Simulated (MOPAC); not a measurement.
Input for MOPAC: PM6 on AsH3 (SMILES [AsH3]).

```
PM6 1SCF PRECISE CHARGE=0 THREADS=1
AsH3

As    -0.16615097 1     0.28404701 1     2.80959058 1
H      0.62439474 1    -0.09216898 1     4.04940483 1
H     -1.49522954 1    -0.17146123 1     3.38382181 1
H     -0.35317878 1     1.72967847 1     3.23249768 1
```

The log:

```
*******************************************************************************
 **                                                                           **
 **                              MOPAC v23.2.5                                **
 **                                                                           **
 *******************************************************************************
 ** MOPAC's Digital Object Identifier: https://doi.org/10.5281/zenodo.6511958 **
 **                                                                           **
 ** Please cite the open-source release paper for use of this MOPAC version:  **
 ** J. E. Moussa and J. J. P. Stewart (2026)                                  **
 ** MOPAC: An open-source semiempirical molecular orbital program             **
 ** J. Open Source Softw., 11(119), 8025, https://doi.org/10.21105/joss.08025 **
 *******************************************************************************

                              PM6 CALCULATION RESULTS

 *******************************************************************************
 *  PM6        - The PM6 Hamiltonian to be used
 *
 *
 *
 *                 CHARGE ON SYSTEM = 0
 *
 *
 *
 *  PRECISE    - TIGHTER CRITERIA TO BE USED
 *  1SCF       - DO 1 SCF AND THEN STOP
 *  THREADS=1  - MULTI-THREADING NOT USED
 *  T=         - A TIME OF 172800.0 SECONDS REQUESTED
 *  DUMP=N     - RESTART FILE WRITTEN EVERY 7200.0 SECONDS REQUESTED
 *******************************************************************************
PM6 1SCF PRECISE CHARGE=0 THREADS=1
 AsH3

   ATOM   CHEMICAL          X               Y               Z
  NUMBER   SYMBOL      (ANGSTROMS)     (ANGSTROMS)     (ANGSTROMS)

     1      As         -0.16615097  *   0.28404701  *   2.80959058  *
     2       H          0.62439474  *  -0.09216898  *   4.04940483  *
     3       H         -1.49522954  *  -0.17146123  *   3.38382181  *
     4       H         -0.35317878  *   1.72967847  *   3.23249768  *



          CARTESIAN COORDINATES

    NO.       ATOM           X           Y           Z

     1        As         -0.1662      0.2840      2.8096
     2         H          0.6244     -0.0922      4.0494
     3         H         -1.4952     -0.1715      3.3838
     4         H         -0.3532      1.7297      3.2325

 General Reference for PM6:
 "Optimization of Parameters for Semiempirical Methods V: Modification of NDDO Approximations
 and Application to 70 Elements", J. J. P. Stewart, J. Mol. Mod., 13, 1173-1213 (2007)
 URL: https://link.springer.com/article/10.1007/s00894-007-0233-4

           Empirical Formula: H3 As  =     4 atoms



      MOLECULAR POINT GROUP   :   C3v


      RHF CALCULATION, NO. OF DOUBLY OCCUPIED LEVELS = 4


 -------------------------------------------------------------------------------
 PM6 1SCF PRECISE CHARGE=0 THREADS=1
 AsH3



     1SCF WAS SPECIFIED, SO BFGS WAS NOT USED
     SCF FIELD WAS ACHIEVED


                              PM6 CALCULATION
                                                       MOPAC v23.2.5 Linux




          FINAL HEAT OF FORMATION =         11.51349 KCAL/MOL =      48.17243 KJ/MOL


          COSMO AREA              =         67.25 SQUARE ANGSTROMS
          COSMO VOLUME            =         49.57 CUBIC ANGSTROMS

          IONIZATION POTENTIAL    =          9.652368 EV
          HOMO LUMO ENERGIES (EV) =         -9.652  3.720
          NO. OF FILLED LEVELS    =          4
          MOLECULAR WEIGHT        =         77.9453         POINT GROUP:  C3v

          MOLECULAR DIMENSIONS (Angstroms)

            Atom       Atom       Distance
            H     4    H     2     2.22309
            H     2    H     3     1.92517
            H     2   As     1     0.81016


          SCF CALCULATIONS        =          1





   ATOM   CHEMICAL          X               Y               Z
  NUMBER   SYMBOL      (ANGSTROMS)     (ANGSTROMS)     (ANGSTROMS)

     1      As         -0.16615097  *   0.28404701  *   2.80959058  *
     2       H          0.62439474  *  -0.09216898  *   4.04940483  *
     3       H         -1.49522954  *  -0.17146123  *   3.38382181  *
     4       H         -0.35317878  *   1.72967847  *   3.23249768  *

                             CARTESIAN COORDINATES

   1   As       -0.166150970     0.284047010     2.809590580
   2    H        0.624394740    -0.092168980     4.049404830
   3    H       -1.495229540    -0.171461230     3.383821810
   4    H       -0.353178780     1.729678470     3.232497680


           Empirical Formula: H3 As  =     4 atoms



      MOLECULAR POINT GROUP   :   C3v


                  EIGENVALUES
 -17.55706 -12.21703 -12.21647  -9.65237   3.71982   3.72017   3.72191  54.85604
  54.85604  54.95874  55.04334  55.04335


              NET ATOMIC CHARGES AND DIPOLE CONTRIBUTIONS

  ATOM NO.   TYPE          CHARGE      No. of ELECS.   s-Pop       p-Pop       d-Pop
    1         As           0.132875        4.8671     1.73128     3.12673     0.00912
    2          H          -0.044292        1.0443     1.04429
    3          H          -0.044291        1.0443     1.04429
    4          H          -0.044291        1.0443     1.04429
 DIPOLE           X         Y         Z       TOTAL
 POINT-CHG.     0.154    -0.131    -0.476     0.517
 HYBRID        -0.365     0.309     1.127     1.224
 SUM           -0.211     0.179     0.651     0.707


          ATOMIC ORBITAL ELECTRON POPULATIONS

     Atom    s        px        py        pz      x^2-y^2     xz        z^2       yz        xy
    1 As   1.73128   0.97795   0.97130   1.17747   0.00267   0.00280   0.00157   0.00138   0.00071
    2  H   1.04429
    3  H   1.04429
    4  H   1.04429

 **********************
 *                    *
 * JOB ENDED NORMALLY *
 *                    *
 **********************




 == MOPAC DONE ==
```

The run finished.

Cost: very roughly 0.020 core-seconds.
